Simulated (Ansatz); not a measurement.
Program: Ansatz. Geometries: PBE0-D4/def2-TZVP. ΔE: electronic, gas phase. CBS: MP2 limit from def2 TZ/QZ plus the TZ coupled-cluster correction, frozen cores. This one scheme is used for every species. DFT in def2-TZVPP. Elements past krypton have def2 core potentials. For In outer-core shells are correlated without core-valence functions, which leaves a few kJ/mol of doubt a bond. Each species was taken in one conformer, which may not be the lowest.

Reaction (ligand exchange at the In–N bond): `C[NH][In]([F])[F]` + H₂S → `[F][In]([F])[SH]` + CH₃NH₂

`C[NH][In]([F])[F]`:

```xyz
9

C    -0.896    0.743    0.754
N    -0.603   -0.192   -0.319
In    1.231   -0.845   -0.729
F     2.657   -0.821    0.583
F     1.751   -1.773   -2.346
H    -0.247    0.548    1.610
H    -0.771    1.796    0.476
H    -1.927    0.605    1.095
H    -1.195   -0.061   -1.126
```

H₂S:

```xyz
3

S     0.222    0.507    0.277
H     0.787   -0.604   -0.219
H    -1.009    0.096   -0.059
```

`[F][In]([F])[SH]`:

```xyz
5

F     1.213    1.625    0.384
In    0.552   -0.114   -0.145
F     1.960   -1.245   -0.826
S    -1.697   -0.733    0.039
H    -2.027    0.467    0.548
```

CH₃NH₂:

Z-matrix (Å, degrees):
```
C
N 1 1.453
H 1 1.092 2 109.4
H 1 1.100 2 115.4 3 -121.6
H 1 1.092 2 109.4 3 116.8
H 2 1.012 1 110.6 3 62.6
H 2 1.012 1 110.6 3 -179.3
```

CCSD(T)/CBS gives -0.82 eV.

Problem. Another level gave -0.86 eV. Which?
A. B2PLYP/def2-TZVPP
B. RPA@PBE/def2-TZVPP
C. r2SCANh-D4/def2-TZVPP
D. HF/def2-TZVPP

Solution. A. B2PLYP -0.86, r2SCANh-D4 -0.92, RPA@PBE/def2-TZVPP -0.76, HF/def2-TZVPP -0.97 eV.

Largest T1 diagnostic among the species: 0.016.

From PBE to PBE0 (25 % exact exchange), in def2-TZVPP and without D4, ΔE moves by −0.04 eV. Leaving LDA and LC-ωPBE aside and taking each functional with its dispersion term where it has one, the values, not all of them listed here, spread over 0.11 eV, from B97M-V to BLYP-D4. LDA lies +0.05 eV from PBE without D4. In def2-TZVPP, CCSD(T) changes the Hartree–Fock value by +0.16 eV (the triples alone add +0.01 eV) and MP2 by +0.15 eV.
